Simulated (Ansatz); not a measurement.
H$_{3}$BClFSi (SMILES FB([SiH3])Cl), singlet, geometry from GFN2-xTB, with bond 7-4 at 1.8 times its length; SC-NEVPT2/STO-3G, CASSCF(2,3) (Ansatz, a quantum-chemistry and plane-wave program).

The Ansatz input:
Ansatz 0.2 input:
```yaml
crystal:
  periodic: [false, false, false]
  atoms:
    - {symbol: B, position_ang: [-0.07342725, -0.18027696, 0.34650567]}
    - {symbol: Cl, position_ang: [1.57609683, -0.56010244, 0.02954492]}
    - {symbol: F, position_ang: [-0.54401225, -0.69574342, 1.47334974]}
    - {symbol: Si, position_ang: [-1.21204632, 0.92800063, -0.85231422]}
    - {symbol: H, position_ang: [-2.53996219, 1.17530678, -0.28497434]}
    - {symbol: H, position_ang: [-1.41504388, 0.28204551, -2.15340847]}
    - {symbol: H, position_ang: [-0.12250402, 3.28142042, -1.34163261]}
basis:
  gaussian:
    orbitals: STO-3G
magnetization: {spin_polarized: false}
correlation: {method: sc_nevpt2, electrons: all, active_space: {window: {electrons: 2, orbitals: 3}}}
```

Question: What does Ansatz print? Leave out banner, timings and long lists.

Answer: 
```
Functional definition: HF
368 factors; integrals over basis functions are off by at most 5.1e-5 eV
mean field evaluation 1: about -23510.5729 eV, gradient 3.1e1 eV
mean field evaluation 2: about -23510.6309 eV, gradient 3.1e1 eV
mean field evaluation 4: about -23515.9477 eV, gradient 2.2e0 eV
mean field evaluation 8: about -23515.9755 eV, gradient 3.8e-2 eV
mean field -23515.97554688 eV, -864.1961616471 hartree, gradient 1.4e-6 eV, S^2 0.000000; 0 other end points of the search recorded, 0 dependent functions left out; unrestricted orbitals would lower it
reference -23515.97554688 eV, -864.1961616471 hartree; 24, 24 occupied and 7, 7 virtual orbitals, 368 factors
state -23518.76897847 eV, -864.2988183646 hartree
state -23518.76897847 eV, -864.2988183646 hartree; corrected -23521.46525927 eV, -864.3979048564 hartree
WARN: 1 active orbitals are nearly empty or full. The corrections depend on them more than the energy does, and are more stable in an active space without them
Total energy: -23521.46525927 eV, -864.3979048564 hartree
```
